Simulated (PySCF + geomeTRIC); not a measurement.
The multiplicity is imposed and other spin states were not computed.

Level of theory: TPSS-D3(BJ)/def2-SVP run with PySCF + geomeTRIC. fastk is a local helper that only speeds up exchange builds. No frequencies were computed at this level.

```python
import json, numpy as np
from pyscf import gto, dft
from fastk import lowrank_exchange
atoms = """
Ti    -0.243632     0.144778    -0.368107
O     -0.423339     0.414299    -2.043345
C      0.054722    -0.102601    -3.243383
H     -0.707872     0.015254    -4.026272
H      0.292069    -1.173964    -3.132695
H      0.962501     0.439526    -3.552224
O      0.441531     1.509007     0.390001
C      0.886651     2.787257     0.068498
H      0.741573     2.984911    -1.007268
H      1.955049     2.884813     0.313593
H      0.324869     3.533078     0.649467
O      0.689595    -1.250243    -0.068873
C      1.905426    -1.606826     0.505147
H      2.620318    -1.896787    -0.279982
H      1.760244    -2.462658     1.179836
H      2.320863    -0.761896     1.080095
Cl    -2.204727    -0.170819     0.460596
"""
def scf(charge, spin, dm0=None):
    mol = gto.M(atom=atoms, basis='def2-svp', ecp={}, charge=charge, spin=spin, verbose=3, max_memory=15120)
    mf = dft.KS(mol, xc='tpss').density_fit(auxbasis="def2-universal-jkfit")
    mf.disp = 'd3bj'
    mf.grids.level = 3
    mf.conv_tol = 1e-8
    mf.max_cycle = 120
    mf.level_shift = 0.25
    mf.kernel(dm0)
    if not mf.converged:
        mf = mf.newton().run(mf.mo_coeff, mf.mo_occ).undo_soscf()
    return mf
mf = scf(0, 0)
from pyscf.geomopt.geometric_solver import kernel as optimize
path = []
done, mol = optimize(mf, maxsteps=120, assert_convergence=False, callback=lambda env: path.append((env["energy"], bool(env["g_scanner"].converged))))
res = dict(converged=bool(done and path[-1][1]), energy=path[-1][0], path=[e for e, c in path], xyz=mol.atom_coords(unit="Angstrom").tolist(), nao=mol.nao)
json.dump(res, open("result.json", "w"))
```

Output:

```
converged SCF energy = -1654.91125815111
Geometry optimization cycle 1
converged SCF energy = -1654.91125815051
cycle 1: E = -1654.91125815  dE = -1654.91  norm(grad) = 0.101974
Geometry optimization cycle 2
converged SCF energy = -1654.92975779059
cycle 2: E = -1654.92975779  dE = -0.0184996  norm(grad) = 0.0119057
Geometry optimization cycle 3
converged SCF energy = -1654.93030980347
cycle 3: E = -1654.9303098  dE = -0.000552013  norm(grad) = 0.00787926
Geometry optimization cycle 4
converged SCF energy = -1654.93064357963
cycle 4: E = -1654.93064358  dE = -0.000333776  norm(grad) = 0.00387763
Geometry optimization cycle 5
converged SCF energy = -1654.93071931518
cycle 5: E = -1654.93071932  dE = -7.57355e-05  norm(grad) = 0.00305176
Geometry optimization cycle 6
converged SCF energy = -1654.93104700667
cycle 6: E = -1654.93104701  dE = -0.000327691  norm(grad) = 0.00244142
Geometry optimization cycle 7
converged SCF energy = -1654.93115379819
cycle 7: E = -1654.9311538  dE = -0.000106792  norm(grad) = 0.00241946
Geometry optimization cycle 8
converged SCF energy = -1654.93118334703
cycle 8: E = -1654.93118335  dE = -2.95488e-05  norm(grad) = 0.00138212
Geometry optimization cycle 9
converged SCF energy = -1654.93118987452
cycle 9: E = -1654.93118987  dE = -6.52749e-06  norm(grad) = 0.00109472
Geometry optimization cycle 10
converged SCF energy = -1654.93119893379
cycle 10: E = -1654.93119893  dE = -9.05927e-06  norm(grad) = 0.0018281
Geometry optimization cycle 11
converged SCF energy = -1654.9312134047
cycle 11: E = -1654.9312134  dE = -1.44709e-05  norm(grad) = 0.00320138
Geometry optimization cycle 12
converged SCF energy = -1654.93123928973
cycle 12: E = -1654.93123929  dE = -2.5885e-05  norm(grad) = 0.00469375
Geometry optimization cycle 13
converged SCF energy = -1654.93126662938
cycle 13: E = -1654.93126663  dE = -2.73396e-05  norm(grad) = 0.00470426
Geometry optimization cycle 14
converged SCF energy = -1654.93128732949
cycle 14: E = -1654.93128733  dE = -2.07001e-05  norm(grad) = 0.00259754
Geometry optimization cycle 15
converged SCF energy = -1654.93130046394
cycle 15: E = -1654.93130046  dE = -1.31344e-05  norm(grad) = 0.000368069
Geometry optimization cycle 16
converged SCF energy = -1654.93130477637
cycle 16: E = -1654.93130478  dE = -4.31243e-06  norm(grad) = 0.00108814
Geometry optimization cycle 17
converged SCF energy = -1654.9313062569
cycle 17: E = -1654.93130626  dE = -1.48053e-06  norm(grad) = 0.00178173
Geometry optimization cycle 18
converged SCF energy = -1654.93130871681
cycle 18: E = -1654.93130872  dE = -2.45991e-06  norm(grad) = 0.00128617
Geometry optimization cycle 19
converged SCF energy = -1654.931310697
cycle 19: E = -1654.9313107  dE = -1.98019e-06  norm(grad) = 0.000269104
Geometry optimization cycle 20
converged SCF energy = -1654.9313102231
cycle 20: E = -1654.93131022  dE = 4.73896e-07  norm(grad) = 0.000448869
Geometry optimization cycle 21
converged SCF energy = -1654.93131024243
cycle 21: E = -1654.93131024  dE = -1.93309e-08  norm(grad) = 0.00043085
Geometry optimization cycle 22
converged SCF energy = -1654.93131069965
cycle 22: E = -1654.9313107  dE = -4.5722e-07  norm(grad) = 0.000209982
<class 'geometric.internal.Distance'> : 16
<class 'geometric.internal.Angle'> : 27
<class 'geometric.internal.Dihedral'> : 18
<class 'geometric.internal.TranslationX'> : 1
<class 'geometric.internal.TranslationY'> : 1
<class 'geometric.internal.TranslationZ'> : 1
<class 'geometric.internal.RotationA'> : 1
<class 'geometric.internal.RotationB'> : 1
<class 'geometric.internal.RotationC'> : 1
Step    0 : Gradient = 2.473e-02/4.813e-02 (rms/max) Energy = -1654.9112581505
Step    1 : Displace = 1.023e-01/1.413e-01 (rms/max) Trust = 1.000e-01 (=) Grad = 2.888e-03/6.234e-03 (rms/max) E (change) = -1654.9297577906 (-1.850e-02) Quality = 0.840
Step    2 : Displace = 1.712e-02/3.048e-02 (rms/max) Trust = 1.414e-01 (+) Grad = 1.911e-03/4.423e-03 (rms/max) E (change) = -1654.9303098035 (-5.520e-04) Quality = 1.525
Step    3 : Displace = 2.080e-02/3.497e-02 (rms/max) Trust = 2.000e-01 (+) Grad = 9.405e-04/2.427e-03 (rms/max) E (change) = -1654.9306435796 (-3.338e-04) Quality = 1.098
Step    4 : Displace = 1.321e-02/3.018e-02 (rms/max) Trust = 2.828e-01 (+) Grad = 7.402e-04/1.617e-03 (rms/max) E (change) = -1654.9307193152 (-7.574e-05) Quality = 1.790
Step    5 : Displace = 9.605e-02/2.150e-01 (rms/max) Trust = 3.000e-01 (+) Grad = 5.921e-04/1.844e-03 (rms/max) E (change) = -1654.9310470067 (-3.277e-04) Quality = 1.281
Step    6 : Displace = 6.377e-02/1.394e-01 (rms/max) Trust = 3.000e-01 (=) Grad = 5.868e-04/1.721e-03 (rms/max) E (change) = -1654.9311537982 (-1.068e-04) Quality = 1.314
Step    7 : Displace = 3.949e-02/8.509e-02 (rms/max) Trust = 3.000e-01 (=) Grad = 3.352e-04/7.251e-04 (rms/max) E (change) = -1654.9311833470 (-2.955e-05) Quality = 1.066
Step    8 : Displace = 1.096e-02/2.302e-02 (rms/max) Trust = 3.000e-01 (=) Grad = 2.655e-04/7.023e-04 (rms/max) E (change) = -1654.9311898745 (-6.527e-06) Quality = 1.199
Step    9 : Displace = 1.169e-02/2.256e-02 (rms/max) Trust = 3.000e-01 (=) Grad = 4.434e-04/1.248e-03 (rms/max) E (change) = -1654.9311989338 (-9.059e-06) Quality = 1.165
Step   10 : Displace = 1.633e-02/3.039e-02 (rms/max) Trust = 3.000e-01 (=) Grad = 7.764e-04/2.267e-03 (rms/max) E (change) = -1654.9312134047 (-1.447e-05) Quality = 1.169
Step   11 : Displace = 3.181e-02/5.550e-02 (rms/max) Trust = 3.000e-01 (=) Grad = 1.138e-03/3.234e-03 (rms/max) E (change) = -1654.9312392897 (-2.589e-05) Quality = 1.050
Step   12 : Displace = 4.157e-02/7.398e-02 (rms/max) Trust = 3.000e-01 (=) Grad = 1.141e-03/3.136e-03 (rms/max) E (change) = -1654.9312666294 (-2.734e-05) Quality = 0.865
Step   13 : Displace = 2.614e-02/5.113e-02 (rms/max) Trust = 3.000e-01 (=) Grad = 6.300e-04/1.635e-03 (rms/max) E (change) = -1654.9312873295 (-2.070e-05) Quality = 0.821
Step   14 : Displace = 7.295e-03/1.298e-02 (rms/max) Trust = 3.000e-01 (=) Grad = 8.927e-05/2.265e-04 (rms/max) E (change) = -1654.9313004639 (-1.313e-05) Quality = 0.870
Step   15 : Displace = 9.059e-03/2.040e-02 (rms/max) Trust = 3.000e-01 (=) Grad = 2.639e-04/7.692e-04 (rms/max) E (change) = -1654.9313047764 (-4.312e-06) Quality = 0.870
Step   16 : Displace = 1.525e-02/3.561e-02 (rms/max) Trust = 3.000e-01 (=) Grad = 4.321e-04/1.216e-03 (rms/max) E (change) = -1654.9313062569 (-1.481e-06) Quality = 0.203
Step   17 : Displace = 7.595e-03/1.755e-02 (rms/max) Trust = 7.625e-03 (-) Grad = 3.119e-04/8.664e-04 (rms/max) E (change) = -1654.9313087168 (-2.460e-06) Quality = 0.347
Step   18 : Displace = 7.542e-03/1.659e-02 (rms/max) Trust = 7.625e-03 (=) Grad = 6.527e-05/1.704e-04 (rms/max) E (change) = -1654.9313106970 (-1.980e-06) Quality = 0.172
Step   19 : Displace = 3.878e-03/8.805e-03 (rms/max) Trust = 3.771e-03 (-) Grad = 1.089e-04/2.555e-04 (rms/max) E (change) = -1654.9313102231 (+4.739e-07) Quality = -0.094
Step   20 : Displace = 2.005e-03/4.298e-03 (rms/max) Trust = 1.886e-03 (-) Grad = 1.045e-04/2.531e-04 (rms/max) E (change) = -1654.9313102424 (-1.933e-08) Quality = 0.004
Step   21 : Displace = 9.617e-04/1.720e-03 (rms/max) Trust = 9.428e-04 (-) Grad = 5.093e-05/1.088e-04 (rms/max) E (change) = -1654.9313106997 (-4.572e-07) Quality = 0.121
Converged! =D
```

Cost: roughly 13 core-minutes.
